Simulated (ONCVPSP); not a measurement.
Configuration tests for Mo (Z = 42) (ONCV)

* Element: molybdenum (Mo)
* Generator: ONCVPSP 4.0.1
* Type: optimised norm-conserving Vanderbilt (ONCV)
* Functional: Wu-Cohen
* Relativity: scalar-relativistic
* Frozen core: [Ar] 3d10
* Valence charge: 14
* Reference configuration: 4s2 4p6 4d5 5s1
* Partial waves: 4s+5s: rc 1.52 bohr, ncon 3, nbas 6, qcut 6.3 1/bohr, 2 projectors; 4p: rc 1.35 bohr, ncon 4, nbas 9, qcut 7.1 1/bohr, 2 projectors, debl 1.9 Ha; 4d: rc 2.00 bohr, ncon 4, nbas 8, qcut 8.4 1/bohr, 1 projector
* Local potential: polynomial inside 1.20 bohr (lpopt 2, dvloc0 3 Ha)
* Core correction: none

Energies are relative to the spin-unpolarised reference configuration 4s2 4p6 4d5 5s1; without spin polarisation the order of configurations can differ from experiment.

Task: Give the all-electron excitation energy and the error of the potential for: 4s2 4p6 4d5 5s0; 4s2 4p6 4d4 5s0; 4s2 4p6 4d3 5s0; 4s2 4p6 4d5.5 5s0.5.

Result:

```
valence configuration  charge  ΔE all-electron (eV)  error AE − PS (meV)
      4s2 4p6 4d5 5s0      +1                 6.890                 -1.7
      4s2 4p6 4d4 5s0      +2                22.341                 -0.9
      4s2 4p6 4d3 5s0      +3                49.068                 +3.2
  4s2 4p6 4d5.5 5s0.5       0                 0.288                 -1.1
```

Levels in the configuration 4s2 4p6 4d3 5s0:

```tsv
level	all-electron (eV)	pseudo (eV)
4s	-96.281	-96.267
4p	-70.008	-69.993
4d	-32.887	-32.877
```
